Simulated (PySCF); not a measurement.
C3H9FSi2.
Numbering: `[F:1][CH2:2][C@@:3]1([SiH3:4])[CH2:5][SiH2:6]1`

Probes without a nucleus sit at each ring's centroid and 1 Å off its mean plane on both sides; NICS is minus the shielding there, NICSzz its component along the normal. Level: GIAO PBE0/pcSseg-1 (PySCF, non-relativistic, gas phase) on the GFN2-xTB geometry, one conformer.

Ring bond lengths (Å), with Mayer bond orders in brackets: C3–C5 1.544 (0.85), C5–Si6 1.878 (0.95), Si6–C3 1.902 (0.88).

Question: Give the NICS values of each ring in ppm.

Answer: 
```csv
ring,type,NICS(0),"NICS(1), two faces","NICS(1)zz, two faces",rms pucker (Å),"centre to ring atoms, mean (Å)"
C3–C5–Si6,3-membered ring with Si; formal bonds all single,-29.4,-8.0 / -9.0,-17.1 / -18.4,0.00,1.03
```

Question: What do they say, and how far can they be read as aromaticity?

Answer: 
- C3–C5–Si6: mean NICS(1)zz -17.7 ppm, shielded. C3, C5, Si6 have four or more neighbours; no verdict on aromaticity is drawn. NICS(0) lies 21 ppm below the mean NICS(1).

Question: Give the inner angles of the rings and the Hirshfeld charges of the ring atoms.

Answer: 
- C3–C5–Si6: C3 65.1° (-0.160 e), C5 66.7° (-0.166 e), Si6 48.2° (+0.306 e); sum 180.0° against 180° for a flat convex ring.

Question: What are the shieldings of the ring atoms and their hydrogens in the same run (means over atoms taken as equivalent)?

Answer: 
```
   atoms                  environment  σ isotropic (ppm)
      C3  sp3 carbon bound to silicon              180.9
      C5  sp3 carbon bound to silicon              185.3
     Si6                 SiH2 silicon              487.0
 H on C5           methylene hydrogen              31.13
 H on C5           methylene hydrogen              31.35
H on Si6                Si–H hydrogen              28.95
H on Si6                Si–H hydrogen              29.03
```

Shape of the structure used: `[F:1][CH2:2][C@@:3]1([SiH3:4])[CH2:5][SiH2:6]1`: F1–C2–C3–Si4 63°.
